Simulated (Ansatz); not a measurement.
`B[N]1[CH2][AlH]1` + CH₃OH → `BOC` + `[CH2]1[NH][AlH]1` at 500 K and 1 bar (ligand exchange at a B–N bond).

Computed with Ansatz on PBE0-D4/def2-TZVP structures; ΔE is electronic, products minus reactants. CBS: MP2 limit from def2 TZ/QZ plus the TZ coupled-cluster correction, frozen cores. This one scheme is used for every species.

```
           species  CCSD(T)/CBS energy (Eh)  H − E (kJ/mol)  S (J/(mol·K))
`B[N]1[CH2][AlH]1`               -362.54602           194.3          356.6
             CH₃OH               -115.61712           157.0          265.4
             `BOC`               -141.04597           196.3          305.9
`[CH2]1[NH][AlH]1`               -337.12157           155.2          310.9
```

H − E and S are ideal-gas, rigid-rotor, harmonic terms from PBE0-D4/def2-TZVP. 1 Eh = 2625.50 kJ/mol, R = 8.31446 J/(mol·K).

Q: By hand: ΔE, ΔH, ΔS and ΔG.

A: ΔE = (-141.04597) + (-337.12157) − (-362.54602) − (-115.61712) = -0.00440 Eh = -11.6 kJ/mol. Δ(H − E) = 196.3 + 155.2 − 194.3 − 157.0 = 0.2, so ΔH = -11.4 kJ/mol. ΔS = 305.9 + 310.9 − 356.6 − 265.4 = -5.2 J/(mol·K). ΔG = -11.4 − 500 × (-5.2)/1000 = -8.8 kJ/mol.

Q: By hand: the equilibrium constant, and the temperature at which ΔG would vanish if ΔH and ΔS stayed fixed.

A: log₁₀ K = −ΔG/(RT ln 10) = 0.9. ΔG = 0 at ΔH/ΔS = 2192 K, though so small a ΔS makes that figure unsure.

The number of gas molecules stays the same, so ΔS is small and ΔH decides. A doubt of 5 kJ/mol in ΔE shifts log₁₀ K by 0.5 here. These are equilibria of isolated gas molecules and say nothing of rates. Largest T1 diagnostic: 0.015 (customary marks: 0.02 for closed shells, 0.045 for open ones).
